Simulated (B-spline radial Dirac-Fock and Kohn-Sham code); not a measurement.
# Scattering functions of Br¹⁵⁺

System: the Br¹⁵⁺ ion, [Ar] 3d2.

Input of the calculation (task.json; shells as n, l, electrons):

```json
{"items": [{
  "Z": 35,
  "q": 15,
  "cfg": [[1, 0, 2], [2, 0, 2], [2, 1, 6], [3, 0, 2], [3, 1, 6], [3, 2, 2]],
  "A": 79,
  "rrms": 4.1629,
  "do": ["scatter"],
  "s": [0.0, 0.05, 0.1, 0.15, 0.2, 0.25, 0.3, 0.35, 0.4, 0.45, 0.5, 0.6, 0.7, 0.8, 0.9, 1.0, 1.1, 1.2, 1.4, 1.6, 1.8, 2.0, 2.5, 3.0, 3.5, 4.0, 5.0, 6.0],
  "pz": [0, 0.1, 0.15, 0.21, 0.31, 0.46, 0.68, 0.99, 1.5, 2.1, 3.1, 4.6, 6.7, 9.8, 14.0, 21.0, 31.0, 45.0, 66.0, 97.0, 140.0],
  "hv_scatter": [1000, 2000, 8047.8, 17479.3, 50000, 100000, 200000, 1000000]
}]}
```

Run with: `python xray_run.py task.json out`

Model: Dirac-Fock orbitals of the configuration average with a finite nucleus. Program: a B-spline atomic structure program. f₀ is the Fourier transform of the spherical electron density, S the Waller-Hartree incoherent function, and s = sin θ/λ. The electron scattering factor follows from the Mott-Bethe formula f_e = 0.023934 Å⁻¹·(Z − f₀)/s².

```
s (Å⁻¹)      f₀       S  f_e (Å)
      0  20.000   0.000        –
   0.05  19.943   0.058  144.147
    0.1  19.775   0.230   36.440
   0.15  19.499   0.508   16.489
    0.2  19.123   0.883    9.500
   0.25  18.656   1.341    6.259
    0.3  18.111   1.867    4.491
   0.35  17.500   2.444    3.419
    0.4  16.836   3.057    2.717
   0.45  16.135   3.689    2.230
    0.5  15.410   4.330    1.875
    0.6  13.941   5.590    1.400
    0.7  12.522   6.775    1.098
    0.8  11.219   7.854    0.889
    0.9  10.074   8.819    0.737
      1   9.101   9.673    0.620
    1.1   8.297  10.426    0.528
    1.2   7.644  11.090    0.455
    1.4   6.690  12.200    0.346
    1.6   6.036  13.098    0.271
    1.8   5.523  13.855    0.218
      2   5.061  14.516    0.179
    2.5   3.959  15.858    0.119
      3   2.999  16.829    0.085
    3.5   2.289  17.503    0.064
      4   1.820  17.975    0.050
      5   1.340  18.589    0.032
      6   1.121  18.997    0.023
```

f₀ starts at the number of electrons, 20, and has fallen to half at s ≈ 0.91 Å⁻¹. The sum of ⟨r²⟩ over the electrons is 3.083 bohr². For an ion f_e diverges as s goes to zero, because of the net charge.
